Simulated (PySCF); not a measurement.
GeH₇PSi.
Cartesian coordinates in Å at the PBE0-D3(BJ)/def2-SVP level; atoms count from 1:
```
atom  x, y, z in Å
Si1    1.6257    0.6976    0.0754
Ge2   -0.1716   -0.8225   -0.2988
P3    -2.1537    0.4086   -0.3373
H4     2.9358   -0.0224    0.0918
H5     1.6478    1.7295   -1.0051
H6     1.4324    1.3798    1.3919
H7    -0.1839   -1.9236    0.7826
H8    -0.0206   -1.4944   -1.6784
H9    -2.9935   -0.7218   -0.0916
H10   -2.0689    0.7486    1.0489
```

Level of theory: PBE0-D3(BJ)/def2-SVP geometry optimisation, gas phase (PySCF).

Masses are those of the commonest isotopes; rigid-rotor values at the optimised geometry. The values belong to one conformer with, in the numbering `[SiH3:1][GeH2:2][PH2:3]`, Si1–Ge2–P3–H -161° and -67°.

What are A, B and C (cm⁻¹)?

Ia = 82.99, Ib = 250.08, Ic = 317.07 u·Å²; 505379 MHz·u·Å²/I gives 6090, 2021 and 1594 MHz, that is A = 0.20314, B = 0.06741, C = 0.05317 cm⁻¹.

Classify the top.

An asymmetric top; Ray's κ = -0.810.

What does the inertial defect say?

Not planar: Δ = Ic − Ia − Ib = -15.99 u·Å². For a rigid frame Δ = −2 Σ m c², so Σ m c² = 8.00 u·Å² lies off the ab plane: 7.90 from hydrogen and 0.10 from heavier atoms. The atom farthest from that plane is 1.27 Å away.

Where do the levels up to J = 5 lie, in K?

Above 0(0,0), as E/k:
J = 1: 1(0,1) 0.173, 1(1,1) 0.369, 1(1,0) 0.389
J = 2: 2(0,2) 0.519, 2(1,2) 0.695, 2(1,1) 0.757, 2(2,1) 1.343, 2(2,0) 1.344
J = 3: 3(0,3) 1.033, 3(1,3) 1.184, 3(1,2) 1.307, 3(2,2) 1.863, 3(2,1) 1.871, 3(3,1) 2.892, 3(3,0) 2.892
J = 4: 4(0,4) 1.712, 4(1,4) 1.834, 4(1,3) 2.039, 4(2,3) 2.556, 4(2,2) 2.578, 4(3,2) 3.588, 4(3,1) 3.589, 4(4,1) 5.024, 4(4,0) 5.024
J = 5: 5(0,5) 2.552, 5(1,5) 2.644, 5(1,4) 2.950, 5(2,4) 3.420, 5(2,3) 3.470, 5(3,3) 4.460, 5(3,2) 4.462, 5(4,2) 5.895, 5(4,1) 5.895, 5(5,1) 7.742, 5(5,0) 7.742
Those of J = 1 are B + C, A + C and A + B.

Which types of transition are allowed, and where do some lines up to J = 5 fall?

The dipole components are |μa| = 0.15 D, |μb| = 0.49 D, |μc| = 0.66 D. The squared components, which scale the intensities, stand as 0.05 : 0.54 : 1.00 (a : b : c). Some lines, for components of 0.1 D or more:

```json
{"type": "a", "branch": "Q", "J(Ka,Kc)": "5(2,3) ← 5(2,4)", "MHz": "1056", "lower level (cm⁻¹)": "2.377"}
{"type": "a", "branch": "Q", "J(Ka,Kc)": "2(1,1) ← 2(1,2)", "MHz": "1281", "lower level (cm⁻¹)": "0.483"}
{"type": "c", "branch": "Q", "J(Ka,Kc)": "3(1,3) ← 3(0,3)", "MHz": "3141", "lower level (cm⁻¹)": "0.718"}
{"type": "b", "branch": "R", "J(Ka,Kc)": "5(1,4) ← 4(2,3)", "MHz": "8209", "lower level (cm⁻¹)": "1.776"}
{"type": "b", "branch": "R", "J(Ka,Kc)": "2(1,2) ← 1(0,1)", "MHz": "10872", "lower level (cm⁻¹)": "0.121"}
{"type": "b", "branch": "Q", "J(Ka,Kc)": "4(2,2) ← 4(1,3)", "MHz": "11244", "lower level (cm⁻¹)": "1.417"}
{"type": "a", "branch": "R", "J(Ka,Kc)": "4(2,3) ← 3(2,2)", "MHz": "14434", "lower level (cm⁻¹)": "1.295"}
{"type": "b", "branch": "R", "J(Ka,Kc)": "5(0,5) ← 4(1,4)", "MHz": "14948", "lower level (cm⁻¹)": "1.275"}
{"type": "c", "branch": "R", "J(Ka,Kc)": "3(1,2) ← 2(0,2)", "MHz": "16419", "lower level (cm⁻¹)": "0.361"}
{"type": "a", "branch": "R", "J(Ka,Kc)": "5(1,5) ← 4(1,4)", "MHz": "16882", "lower level (cm⁻¹)": "1.275"}
{"type": "a", "branch": "R", "J(Ka,Kc)": "5(0,5) ← 4(0,4)", "MHz": "17484", "lower level (cm⁻¹)": "1.190"}
{"type": "a", "branch": "R", "J(Ka,Kc)": "5(4,1) ← 4(4,0)", "MHz": "18145", "lower level (cm⁻¹)": "3.492"}
{"type": "b", "branch": "Q", "J(Ka,Kc)": "5(3,2) ← 5(2,3)", "MHz": "20667", "lower level (cm⁻¹)": "2.412"}
{"type": "b", "branch": "Q", "J(Ka,Kc)": "4(3,1) ← 4(2,2)", "MHz": "21060", "lower level (cm⁻¹)": "1.792"}
{"type": "b", "branch": "R", "J(Ka,Kc)": "3(2,1) ← 2(1,2)", "MHz": "24491", "lower level (cm⁻¹)": "0.483"}
{"type": "b", "branch": "Q", "J(Ka,Kc)": "5(4,2) ← 5(3,3)", "MHz": "29900", "lower level (cm⁻¹)": "3.100"}
{"type": "c", "branch": "R", "J(Ka,Kc)": "3(3,0) ← 2(2,0)", "MHz": "32246", "lower level (cm⁻¹)": "0.934"}
{"type": "c", "branch": "R", "J(Ka,Kc)": "5(4,1) ← 4(3,1)", "MHz": "48059", "lower level (cm⁻¹)": "2.494"}
```

PBE0-D3(BJ)/def2-SVP frequencies: not computed here. No vibrational averaging or centrifugal distortion is included, and the geometry carries the error of its method. A rigid rotor knows nothing of internal rotation, which can split or shift real lines.

The run took 16 s on an AMD EPYC 9B45 with one thread, shared host with 96 logical CPUs at a one-minute load of 28, and the process peaked at 0.43 GiB of memory. That covers the optimisation of the geometry.
